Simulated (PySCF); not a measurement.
This PySCF input asks for the NMR shieldings of `C1[C@@H](C=C)[Si@H](CCC)C1`, C8H16Si; the geometry comes from PBE0-D3(BJ)/def2-SVP.

```python
import basis_set_exchange as bse
import numpy as np
from pyscf import gto, dft
from pyscf.prop import nmr

atoms = """
C    -3.451609   -1.540291   -0.716174
C    -2.951586   -0.301164   -0.754239
C    -2.030316    0.303286    0.235258
C    -2.318819    1.752299    0.726419
C    -0.886605    2.269709    1.016624
Si   -0.295131    0.965644   -0.223643
C     1.236431   -0.074163    0.101492
C     2.556564    0.687536   -0.020875
C     3.778667   -0.180097    0.241001
H    -3.222757   -2.223578    0.107913
H    -4.102671   -1.917706   -1.508812
H    -3.218030    0.342668   -1.603861
H    -1.905965   -0.363508    1.107360
H    -2.764595    2.330491   -0.101707
H    -3.026268    1.810606    1.571100
H    -0.716656    3.343423    0.857466
H    -0.569641    2.015147    2.041631
H    -0.266554    1.501947   -1.623791
H     1.141648   -0.514852    1.110310
H     1.220598   -0.927177   -0.601343
H     2.556288    1.540521    0.680426
H     2.632472    1.134140   -1.027809
H     3.752294   -0.607918    1.255514
H     4.713097    0.394352    0.145015
H     3.827559   -1.021532   -0.468960
"""
names = dict.fromkeys(["C", "Si", "H"], "pcSseg-1")
basis = {el: gto.basis.parse(bse.get_basis(n, elements=[el], fmt="nwchem")) for el, n in names.items()}
mol = gto.M(atom=atoms, basis=basis, charge=0, verbose=0)
mf = dft.RKS(mol, xc="GGA_XC_KT2")
mf.grids.level = 2
mf.grids.alignment = dft.numint.BLKSIZE   # the property module wants whole blocks of grid points
mf.conv_tol = 1e-9
mf.kernel()

calc = nmr.RKS(mf)   # GIAO
sigma = calc.kernel()   # uncoupled for a functional without exact exchange
for i, s in enumerate(sigma):   # ppm
    print("%2d %-2s %9.2f" % (i, mol.atom_pure_symbol(i), np.trace(s) / 3))
```

**Question.** What does it print?

**Answer.** 
```
 0 C      77.30
 1 C      43.28
 2 C     140.87
 3 C     151.31
 4 C     171.44
 5 Si    356.21
 6 C     161.10
 7 C     161.85
 8 C     162.33
 9 H      26.34
10 H      26.55
11 H      25.36
12 H      28.91
13 H      29.16
14 H      28.58
15 H      30.10
16 H      30.23
17 H      26.50
18 H      30.38
19 H      30.40
20 H      29.88
21 H      29.97
22 H      30.30
23 H      29.81
24 H      30.27
```

These numbers come from an equivalent density-fitted implementation of the same equations, which agrees with the script to about 0.01 ppm for H and up to a few tenths of a ppm for heavy atoms, so last digits may differ.

**Question.** Turn these shieldings into chemical shifts. Chemical shifts δ = σref − σ; TMS for 13C (σ = 183.22 ppm) and 29Si (σ = 361.05 ppm) and 1H (σ = 31.18 ppm), all at this level.

**Answer.** Averaging equivalent atoms: C 1: 139.9; C 0: 105.9; C 2: 42.3; C 3: 31.9; C 6: 22.1; C 7: 21.4; C 8: 20.9; C 4: 11.8; Si 5: 4.8; H 11: 5.82; H 9: 4.84; H 17: 4.68; H 10: 4.63; H 14: 2.60; H 12: 2.26; H 13: 2.02; H 20: 1.30; H 21: 1.21; H 15: 1.07; H 22/23/24: 1.05; H 16: 0.95; H 18: 0.80; H 19: 0.78 ppm. 

Size and cost of the density-fitted run: 240 basis functions, 110 s wall time on 1 thread of an Arm Neoverse N1, shared host; peak memory 1 GiB.
